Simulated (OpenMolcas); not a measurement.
**Tm2+: moving the ligands**

Tm2+ with 6 ligands (bromide) in tetragonal octahedral coordination (D4h) at 2.94 Å, the axial distance 2.999 Å. A charge of +0.667 e stands 3.2 Å behind each ligand. Ligand basis ANO-RCC-VDZP.

```json
{"Program": "OpenMolcas", "Method": "CASSCF", "Basis": "ANO-RCC-VDZP [7s6p4d2f1g]", "Scalar Hamiltonian": "DKH2, point nucleus", "Active space": "13 electrons in 7 orbitals (4f)", "State averaging": "2S+1 = 2 odd, 7 roots", "Spin-orbit coupling": "RASSI with atomic mean-field integrals over the reference wave functions"}
```

Runs around this geometry, states (labels of D4, the rotations of D4h). Energies in cm-1 above the lowest state or level, χT in cm3 K/mol.

```json
{"R (Å)": "2.86", "Ground state": "2E", "First state of that spin": "2A2 25.4", "First gap with spin-orbit (degeneracies)": "44.2 (2, 2)", "Width of lowest J": "68", "χT at 300 K": "2.567"}
{"R (Å)": "2.94", "Ground state": "2E", "First state of that spin": "2A2 30.3", "First gap with spin-orbit (degeneracies)": "45.9 (2, 2)", "Width of lowest J": "70", "χT at 300 K": "2.568"}
{"R (Å)": "3.07", "Ground state": "2E", "First state of that spin": "2A2 34.7", "First gap with spin-orbit (degeneracies)": "46.6 (2, 2)", "Width of lowest J": "70", "χT at 300 K": "2.570"}
```

Without dynamic correlation the ligand-field splitting of an f shell can come out too small, at times by half. No measured value stands beside these numbers; the geometry was imposed, not optimised, and the real ion may take another.
